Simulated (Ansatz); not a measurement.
## Molecular dynamics of CH6N2SSi2

Input file:

```yaml
crystal:
  periodic: [false, false, false]
  atoms:
    - { symbol: S, position_ang: [2.252437, -2.422472, 0.395958] }
    - { symbol: C, position_ang: [1.580589, -0.923615, 0.660795] }
    - { symbol: "N", position_ang: [0.438147, -0.414041, 0.045925] }
    - { symbol: Si, position_ang: [-0.166011, 1.210349, 0.574817] }
    - { symbol: "N", position_ang: [-1.397312, 1.110114, -0.565252] }
    - { symbol: Si, position_ang: [-0.96475, -0.669556, -1.043879] }
    - { symbol: H, position_ang: [2.279397, -0.225086, 1.324106] }
    - { symbol: H, position_ang: [-0.272832, 1.196776, 2.087482] }
    - { symbol: H, position_ang: [1.01346, 2.074849, 0.33735] }
    - { symbol: H, position_ang: [-2.274547, 1.567544, -0.752423] }
    - { symbol: H, position_ang: [-0.815083, -0.830074, -2.506202] }
    - { symbol: H, position_ang: [-2.024202, -1.696382, -0.440992] }
magnetization:
  spin_polarized: true
basis:
  gaussian: { orbitals: STO-3G }
hamiltonian:
  xc: b3lyp
  dispersion: d4
md:
  timestep: 1.0
  n_steps: 200
  ensemble: nve
  temperature: 700.0
  initial_velocities: maxwell_boltzmann
  seed: 110743
```

Launched with:

```bash
$ ansatz run input.yaml --threads 1 --pin off --max-ram 2048MiB --backend cpu --events-out ev --progress --plain --runs-dir out
```

It goes on from the last frame of an earlier run, with new velocities.

Output, in part (step lines, the closing report, with atoms numbered from 0):

```
md step     0: t =     0.00 fs  T =   700.0 K  F+E_penalty+E_count = -30350.46575685 eV  E_kin = 0.904820 eV  conserved = -30349.56093686 eV  (33 SCF iters)
[... lines left out ...]
Total energy: -30350.88354164 eV, -1115.3743975876 hartree
Atom 0 at     1.844871    -2.417023     0.056309 Å, force    -0.037080    -0.531524     0.264861 eV/Å
Atom 1 at     1.683474    -0.972592     0.766921 Å, force    -0.400218     4.761583     1.619023 eV/Å
Atom 2 at     0.639616    -0.052405     0.318675 Å, force     1.009976    -3.202652     0.676644 eV/Å
Atom 3 at    -0.313797     1.456151     0.545720 Å, force     0.922377    -0.847506    -0.951177 eV/Å
Atom 4 at    -1.261124     0.741745    -0.685509 Å, force    -2.504901     0.005826    -0.884935 eV/Å
Atom 5 at    -0.565093    -0.887880    -0.754392 Å, force     3.356896     2.857281    -3.014559 eV/Å
Atom 6 at     2.293438    -0.376916     1.599414 Å, force    -0.568385    -1.865993    -1.623149 eV/Å
Atom 7 at    -0.898045     1.741049     1.778721 Å, force    -0.725159    -0.140099     1.644829 eV/Å
Atom 8 at     0.259070     2.688680     0.187251 Å, force     0.950114     0.910885    -0.378550 eV/Å
Atom 9 at    -2.277326     1.004563    -0.831248 Å, force     0.994458    -0.445962    -0.101477 eV/Å
Atom 10 at     0.032075    -1.411680    -2.064526 Å, force    -0.790035     1.077156     1.226485 eV/Å
Atom 11 at    -1.475792    -1.819850    -0.456150 Å, force    -2.208042    -2.578995     1.522003 eV/Å
Dipole moment:    -0.380755     0.290520     0.240057 e Å
```

The steps, from the saved trajectory:

```tsv
time (fs)	T (K)	potential energy less start (eV)	conserved less start (meV/atom)
0.0	700	0.000	0.00
6.0	894	-0.253	-0.15
12.0	1012	-0.404	-0.01
18.0	999	-0.397	-0.96
24.0	849	-0.193	-0.04
30.0	968	-0.356	-0.83
36.0	1047	-0.451	-0.21
42.0	716	-0.018	0.27
48.0	1217	-0.675	-0.50
54.0	985	-0.359	0.85
60.0	812	-0.145	0.05
66.0	1024	-0.415	0.30
72.0	1316	-0.799	-0.18
78.0	953	-0.336	-0.79
84.0	870	-0.222	-0.13
90.0	910	-0.266	0.47
96.0	945	-0.299	1.46
102.0	877	-0.226	0.22
108.0	981	-0.380	-1.36
114.0	1032	-0.437	-0.60
120.0	1242	-0.720	-1.57
126.0	914	-0.273	0.26
132.0	1181	-0.633	-0.89
138.0	1024	-0.436	-1.41
144.0	717	-0.017	0.42
150.0	772	-0.089	0.26
156.0	738	-0.041	0.63
162.0	763	-0.061	1.69
168.0	607	0.129	0.75
174.0	846	-0.188	0.11
180.0	842	-0.173	0.85
186.0	1442	-0.992	-2.79
192.0	1161	-0.609	-1.10
198.0	1218	-0.678	-0.73
```

All steps were run. The conserved energy stayed within 2.8 meV per atom of its start (net change -0.41 meV per atom), so there is no drift, though single steps change it by up to 39 meV in the whole system, a sign of fast motions only just resolved. The system heated up, since it started high on the potential surface and ran downhill. A run of 0.2 ps of so small a system gives no equilibrium averages. Limits of this set-up: minimal basis.

The same pairs are bonded in the first frame and the last. Pairs count as bonded within 1.25 times the sum of covalent radii (0.12 Å more for H–H).

Last frame:

```xyz
12
Properties=species:S:1:pos:R:3
S 1.845 -2.417 0.056
C 1.683 -0.973 0.767
N 0.640 -0.052 0.319
Si -0.314 1.456 0.546
N -1.261 0.742 -0.685
Si -0.565 -0.888 -0.754
H 2.293 -0.377 1.599
H -0.898 1.741 1.779
H 0.259 2.689 0.187
H -2.277 1.005 -0.831
H 0.032 -1.412 -2.064
H -1.476 -1.820 -0.456
```

Run time: 19 min on 1 thread of Arm Neoverse V1, on a shared host, peak memory 0.19 GiB.
